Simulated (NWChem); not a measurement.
Species: C4H5N; SMILES C1=CCN=C1

```xyz
10

C      0.7284     0.9756     0.0000
C     -0.6190     1.0150     0.0000
C     -1.0924    -0.4004     0.0000
N      0.0801    -1.2414     0.0000
C      1.0895    -0.4453     0.0000
H      1.4228     1.8166     0.0000
H     -1.2591     1.8985     0.0000
H     -1.7216    -0.6375     0.8784
H     -1.7216    -0.6375    -0.8784
H      2.1165    -0.8298     0.0000
```
Atoms are numbered in this order, from 1.

Computed with NWChem. Pople sets run with spherical d functions. Geometry: optimised at PBE0/def2-SVP. Field at 589 nm.

For level B3LYP/6-31G*:

```
Quantity                          Result
--------------------------------  ------
isotropic polarisability (bohr³)    43.2
anisotropy (bohr³)                  30.4
```

### Question
What are these values for level B3LYP/def2-SVP?

### Answer
- isotropic polarisability (bohr³) = 45.2
- anisotropy (bohr³) = 28.5
